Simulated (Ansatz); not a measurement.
The first iterations of a band of ClGaH2 (4 atoms, charge 0, multiplicity 1).

Level of theory: RKS r2SCAN/def2-SVP in Ansatz 0.2.0.

* movable images: 9
* climbing image: yes
* spring: 5.0 eV/Å²
* optimiser: quadratic models (default)
* start path: through a guess of the saddle point
* force threshold: 0.05 eV/Å
* iteration limit: 57
* end points: relaxed

Image 0:

```xyz
4
Properties=species:S:1:pos:R:3
Ga 0.453 0.000 0.074
Cl 0.821 0.000 2.198
H 1.729 0.000 -0.812
H -1.046 0.000 -0.330
```

Image 10:

```xyz
4
Properties=species:S:1:pos:R:3
Ga 0.080 0.000 -0.884
Cl 1.549 0.000 1.839
H 1.817 0.000 0.541
H -1.488 0.000 -0.366
```

| iteration | highest image above the first end (eV) | largest band force component (eV/Å) |
| --- | --- | --- |
| 1 | 2.999 | 3.889 |
| 2 | 2.372 | 1.499 |

Question: Does the band converge within its limit, and where does its top end?

Answer: The run converged. It ended after 7 iterations with the highest image 2.309 eV above the first end. A vibrational analysis at the climbing image gives one clearly imaginary mode, 739i cm⁻¹: a first-order saddle point. The orbitals stay closed-shell, which can raise the energy where a bond breaks towards radicals; this wasn't checked here.

The run took 4.2 min on 1 thread of Intel(R) Xeon(R) Platinum 8259CL CPU @ 2.50GHz (Skylake/Cascade Lake) (shared host), peak memory 0.13 GiB.
